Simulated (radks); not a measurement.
Tc+, configuration [Kr] 4d5 5s1. All-electron calculation, Dirac Kohn-Sham, BLYP, spin-unpolarised, spherical densities, point nucleus; open shells fill j = l - 1/2 first. Program: a radial shooting solver on a logarithmic mesh with Libxc functionals.

X-ray form factor f0, the Fourier transform of the density (f0(0) = 42):

sin(theta)/lambda (1/angstrom)  f0 (electrons)
0.05                                    41.236
0.1                                     39.254
0.15                                    36.680
0.2                                     34.002
0.25                                    31.458
0.3                                     29.138
0.4                                     25.253
0.5                                     22.294
0.6                                     20.012
0.8                                     16.464
1                                       13.464
1.25                                    10.364
1.5                                      8.179
2                                        5.962
